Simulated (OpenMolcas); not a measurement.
# Ni4+ in a point-charge field

Ni4+ among 4 point charges of -2 e arranged as a tetrahedron (Td), 2.18 Å from the ion.
```
   1.2586    1.2586    1.2586  -2.00
   1.2586   -1.2586   -1.2586  -2.00
  -1.2586    1.2586   -1.2586  -2.00
  -1.2586   -1.2586    1.2586  -2.00
```

```json
{
 "Program": "OpenMolcas 26.06",
 "Method": "SS-CASPT2, IPEA 0.25 Eh, imaginary shift 0.1 Eh (closed shells correlated: 3s 3p)",
 "Basis": "ANO-RCC-VDZP [5s4p2d1f]",
 "Scalar Hamiltonian": "DKH2, point nucleus",
 "Active space": "6 electrons in 5 orbitals (3d)",
 "State averaging": "2S+1 = 5 even, 5 roots; 2S+1 = 3 even, 45 roots; 2S+1 = 1 even, 50 roots",
 "Spin-orbit coupling": "state interaction with AMFI integrals over the reference wave functions"
}
```

The lowest spin-free states (labels of Td), above the lowest:

```csv
State,Degeneracy,E (cm-1),Free-ion L (%)
5E,2,0,D (100)
5T2,3,730,D (100)
3T1,3,27480,P (91)
3T1,3,28350,H (99)
3E,2,28350,H (100)
3T2,3,28740,H (100)
3T1,3,28880,H (99)
3A2,1,30090,F (100)
3T2,3,30250,F (99)
3T1,3,30640,F (92)
3A1,1,34640,G (100)
3T1,3,34870,G (99)
3E,2,35010,G (100)
3T2,3,35450,G (100)
1A2,1,42580,I (100)
1E,2,42700,I (99)
1T2,3,42750,I (99)
1A1,1,43050,I (95)
1T2,3,43090,G (98)
1T1,3,43140,I (97)
```

The lowest levels with spin-orbit coupling:

| E (cm-1) | Degeneracy | Label | 2S+1 |
| --- | --- | --- | --- |
| 0 | 1 | A1 | 5 |
| 49 | 3 | T1 | 5 |
| 93 | 2 | E | 5 |
| 220 | 3 | T2 | 5 |
| 680 | 1 | A2 | 5 |
| 1060 | 3 | T2 | 5 |
| 1340 | 3 | T1 | 5 |
| 1700 | 2 | E | 5 |
| 1920 | 3 | T2 | 5 |
| 2200 | 3 | T1 | 5 |
| 2380 | 1 | A1 | 5 |
| 26960 | 2 | E | 3 |
| 26970 | 3 | T2 | 3 |
| 28580 | 1 | A1 | 3 |
| 28610 | 3 | T1 | 3 |
| 28650 | 3 | T2 | 3 |
| 28960 | 1 | A2 | 3 |
| 29010 | 2 | E | 3 |
| 29010 | 3 | T1 | 3 |
| 29020 | 3 | T2 | 3 |

Powder χT (cm3 K/mol): 0.314 at 2 K, 1.57 at 10 K, 4.56 at 50 K, 5.07 at 100 K, 5.29 at 200 K, 5.34 at 300 K. The effective moment at 300 K is 2.828 √(χT) = 6.54 μB.

The lowest level has 2S+1 = 5, for which the spin-only value is χT = S(S+1) / 2 = 3.000 cm3 K/mol (g = 2). The computed 5.343 at 300 K differs by +2.343, through orbital momentum, spin-orbit coupling and any other state in reach.

Roots that are degenerate in the reference are averaged as groups; the widest CASPT2 spread within a group is 140 cm-1 (the 3-fold group of multiplicity 1 near 81600 cm-1 above the lowest state of its run). Shifts and gaps below about the spread of the groups concerned are not significant. An orbital doublet at a regular site is open to a Jahn-Teller distortion, which this geometry leaves out. The ground term spreads over less than 5000 cm-1, several times less than with real ligands, so orbital moments are less quenched and χT lies further from the spin-only value than at real sites. Free-ion shares, where given, are those of the reference states; single-state CASPT2 does not remix them. This is an electrostatic model: the charges have no orbitals. No measured value stands beside these numbers.
